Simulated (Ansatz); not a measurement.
`CC(C)[Si]F` + H–F → `F[Si]F` + `CCC`  (ligand exchange at the Si–C bond)

Isolated molecules relaxed with PBE0-D4/def2-TZVP in Ansatz; ΔE leaves out vibrations. CBS: MP2 limit from def2 TZ/QZ plus the TZ coupled-cluster correction, frozen cores. This one scheme is used for every species. Functionals use def2-TZVPP. B3LYP here is the variant with VWN-RPA as its local correlation; programs differ in this. HSE06 is defined as in plane-wave codes. Each species was taken in one conformer, which may not be the lowest.

```json
{"level": "LDA (SPW92)", "ΔE (kJ/mol)": "-204.6", "difference from CCSD(T)/CBS": "4.7"}
{"level": "PBE-D4", "ΔE (kJ/mol)": "-204.1", "difference from CCSD(T)/CBS": "5.2"}
{"level": "revPBE-D4", "ΔE (kJ/mol)": "-197.1", "difference from CCSD(T)/CBS": "12.2"}
{"level": "r2SCAN-D4", "ΔE (kJ/mol)": "-216.3", "difference from CCSD(T)/CBS": "-7.0"}
{"level": "PBE0-D4", "ΔE (kJ/mol)": "-204.9", "difference from CCSD(T)/CBS": "4.4"}
{"level": "B3LYP-D4", "ΔE (kJ/mol)": "-216.6", "difference from CCSD(T)/CBS": "-7.3"}
{"level": "r2SCANh-D4", "ΔE (kJ/mol)": "-215.5", "difference from CCSD(T)/CBS": "-6.2"}
{"level": "r2SCAN0-D4", "ΔE (kJ/mol)": "-214.6", "difference from CCSD(T)/CBS": "-5.3"}
{"level": "HSE06-D4", "ΔE (kJ/mol)": "-204.8", "difference from CCSD(T)/CBS": "4.5"}
{"level": "BHLYP-D4", "ΔE (kJ/mol)": "-220.6", "difference from CCSD(T)/CBS": "-11.3"}
{"level": "CAM-B3LYP-D4", "ΔE (kJ/mol)": "-224.2", "difference from CCSD(T)/CBS": "-14.9"}
{"level": "ωB97X-V", "ΔE (kJ/mol)": "-216.9", "difference from CCSD(T)/CBS": "-7.6"}
{"level": "ωB97M-V", "ΔE (kJ/mol)": "-218.0", "difference from CCSD(T)/CBS": "-8.7"}
{"level": "B2PLYP", "ΔE (kJ/mol)": "-224.7", "difference from CCSD(T)/CBS": "-15.4"}
{"level": "PBE-QIDH", "ΔE (kJ/mol)": "-211.1", "difference from CCSD(T)/CBS": "-1.8"}
{"level": "PBE", "ΔE (kJ/mol)": "-212.3", "difference from CCSD(T)/CBS": "-3.0"}
{"level": "revPBE", "ΔE (kJ/mol)": "-215.0", "difference from CCSD(T)/CBS": "-5.7"}
{"level": "BLYP", "ΔE (kJ/mol)": "-231.9", "difference from CCSD(T)/CBS": "-22.6"}
{"level": "r2SCAN", "ΔE (kJ/mol)": "-218.3", "difference from CCSD(T)/CBS": "-9.0"}
{"level": "PBE0", "ΔE (kJ/mol)": "-212.0", "difference from CCSD(T)/CBS": "-2.7"}
{"level": "B3LYP", "ΔE (kJ/mol)": "-229.9", "difference from CCSD(T)/CBS": "-20.6"}
{"level": "r2SCANh", "ΔE (kJ/mol)": "-217.8", "difference from CCSD(T)/CBS": "-8.5"}
{"level": "r2SCAN0", "ΔE (kJ/mol)": "-217.1", "difference from CCSD(T)/CBS": "-7.8"}
{"level": "BHLYP", "ΔE (kJ/mol)": "-232.0", "difference from CCSD(T)/CBS": "-22.7"}
{"level": "CAM-B3LYP", "ΔE (kJ/mol)": "-231.7", "difference from CCSD(T)/CBS": "-22.4"}
{"level": "LC-ωPBE", "ΔE (kJ/mol)": "-217.6", "difference from CCSD(T)/CBS": "-8.3"}
{"level": "RPA@PBE/def2-TZVPP", "ΔE (kJ/mol)": "-210.7", "difference from CCSD(T)/CBS": "-1.4"}
{"level": "HF/def2-SVP", "ΔE (kJ/mol)": "-220.5", "difference from CCSD(T)/CBS": "-11.2"}
{"level": "MP2/def2-SVP", "ΔE (kJ/mol)": "-208.3", "difference from CCSD(T)/CBS": "1.0"}
{"level": "CCSD/def2-SVP", "ΔE (kJ/mol)": "-209.1", "difference from CCSD(T)/CBS": "0.2"}
{"level": "CCSD(T)/def2-SVP", "ΔE (kJ/mol)": "-206.7", "difference from CCSD(T)/CBS": "2.6"}
{"level": "HF/def2-TZVPP", "ΔE (kJ/mol)": "-238.3", "difference from CCSD(T)/CBS": "-29.0"}
{"level": "SCS-MP2/def2-TZVPP", "ΔE (kJ/mol)": "-217.1", "difference from CCSD(T)/CBS": "-7.8"}
{"level": "CCSD/def2-TZVPP", "ΔE (kJ/mol)": "-214.9", "difference from CCSD(T)/CBS": "-5.6"}
{"level": "CCSD(T)/def2-TZVPP", "ΔE (kJ/mol)": "-211.0", "difference from CCSD(T)/CBS": "-1.7"}
{"level": "HF/def2-QZVPP", "ΔE (kJ/mol)": "-241.0", "difference from CCSD(T)/CBS": "-31.7"}
{"level": "MP2/def2-QZVPP", "ΔE (kJ/mol)": "-210.8", "difference from CCSD(T)/CBS": "-1.5"}
{"level": "SCS-MP2/def2-QZVPP", "ΔE (kJ/mol)": "-217.0", "difference from CCSD(T)/CBS": "-7.7"}
{"level": "MP2/CBS(def2)", "ΔE (kJ/mol)": "-209.1", "difference from CCSD(T)/CBS": "0.2"}
{"level": "CCSD/CBS(def2)", "ΔE (kJ/mol)": "-213.1", "difference from CCSD(T)/CBS": "-3.8"}
{"level": "CCSD(T)/CBS", "ΔE (kJ/mol)": "-209.3", "difference from CCSD(T)/CBS": "0"}
```

Task: What do rigid-rotor, harmonic-oscillator terms from PBE0-D4/def2-TZVP frequencies (298.15 K, 1 bar) make of the CCSD(T)/CBS value? (Estimate.)

Result: The calculation gave: ΔZPE = +9.1 kJ/mol, ΔH = -204.7 kJ/mol, ΔS = 0 J/(mol·K), ΔG = -204.9 kJ/mol. Modes under 50 cm⁻¹ make the entropy rough.

Largest T1 diagnostic among the species: 0.015.

Leaving LDA and LC-ωPBE aside and taking each functional with its dispersion term where it has one, the values spread over 27.6 kJ/mol, from B2PLYP to revPBE-D4. LDA lies +7.7 kJ/mol from PBE without D4. In def2-TZVPP, CCSD(T) changes the Hartree–Fock value by +27.2 kJ/mol (the triples alone add +3.9 kJ/mol) and MP2 by +27.4 kJ/mol.
